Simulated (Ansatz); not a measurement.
Cost and result for the atomization energy of CH₂ClFTe (`FC(Cl)[TeH]`) (6 atoms, 5 bonds).

The species carries charge 0 and has multiplicity 1. Correlated methods include outer-core shells of Te, which these sets cover unevenly. Te: def2 effective core potential. All single points use the PBE0-D4/def2-TZVP geometry. Program: Ansatz. All runs use 2 threads of an Arm Neoverse V1 on a shared host. Times are those of one run each, without the atoms' runs, and a repeat can differ threefold. Electronic energies, without spin–orbit coupling; frozen cores. CCSD(T)/CBS adds CCSD(T) − MP2 in def2-TZVPP to the MP2 limit, and its time is that of the two runs behind it. T1 = 0.011. With those shells the extrapolation isn't a true limit. HSE06 is the plane-wave form, built on full-range PBE exchange.

CCSD(T)/CBS is a level of theory with its own doubt, some kJ/mol a heavy atom from the limit and from the frozen cores, so smaller differences don't rank the functionals.

```
                             level  functions  wall time
              revPBE-D4/def2-TZVPP        182      2.4 s
                BLYP-D4/def2-TZVPP        182      2.4 s
   PBE-D4/def2-TZVPP (with forces)        182        3 s
               HSE06-D4/def2-TZVPP        182      3.9 s
               BHLYP-D4/def2-TZVPP        182      4.5 s
                  CCSD(T)/def2-SVP         82      4.8 s
r2SCAN-D4/def2-TZVPP (with forces)        182      6.5 s
                 B2PLYP/def2-TZVPP        182      6.5 s
               PBE-QIDH/def2-TZVPP        182      6.5 s
                ωB97X-V/def2-TZVPP        182        9 s
                    MP2/def2-QZVPP        326       18 s
                CCSD(T)/def2-TZVPP        182    2.1 min
                 CCSD(T)/CBS(def2)          –    2.4 min
```

(1) What atomization energy does each give, and how far from CCSD(T)/CBS? (Estimate.)

Answers

(1) Ansatz gave: 
```csv
level,atomization (kcal/mol),difference from CCSD(T)/CBS,per bond
revPBE-D4/def2-TZVPP,423.1,1.1,0.2
BLYP-D4/def2-TZVPP,421.8,-0.2,0.0
PBE-D4/def2-TZVPP (with forces),438.3,16.3,3.3
HSE06-D4/def2-TZVPP,421.9,-0.1,0.0
BHLYP-D4/def2-TZVPP,394.0,-28.0,-5.6
CCSD(T)/def2-SVP,382.0,-40.0,-8.0
r2SCAN-D4/def2-TZVPP (with forces),421.0,-1.0,-0.2
B2PLYP/def2-TZVPP,410.7,-11.3,-2.3
PBE-QIDH/def2-TZVPP,414.0,-8.0,-1.6
ωB97X-V/def2-TZVPP,420.5,-1.5,-0.3
MP2/def2-QZVPP,427.8,5.8,1.1
CCSD(T)/def2-TZVPP,404.7,-17.3,-3.5
CCSD(T)/CBS(def2),422.0,0.0,0.0
```

Leaving LDA and LC-ωPBE aside and taking each functional with its dispersion term where it has one, the values spread over 44.3 kcal/mol, from BHLYP-D4 to PBE-D4. LDA lies +74.8 kcal/mol from PBE without D4, its usual overbinding. The D4 term adds +6.0 kcal/mol with B3LYP and +3.0 kcal/mol with PBE0; it sums over pairs of atoms, weighted by their polarisabilities, and B3LYP, whose exchange is more repulsive, gets the larger term. At CCSD(T), def2-SVP lies −40.1 kcal/mol from the extrapolated value and def2-TZVPP −17.3 kcal/mol: correlation converges slowly with the basis, and small sets miss more of it in the bonded molecule than in its fragments.

B3LYP here is the variant with VWN-RPA as its local correlation; programs differ in this.

Spin–orbit coupling would lower the free Te atoms strongly, and the atomization energy with them, by more than many differences here.
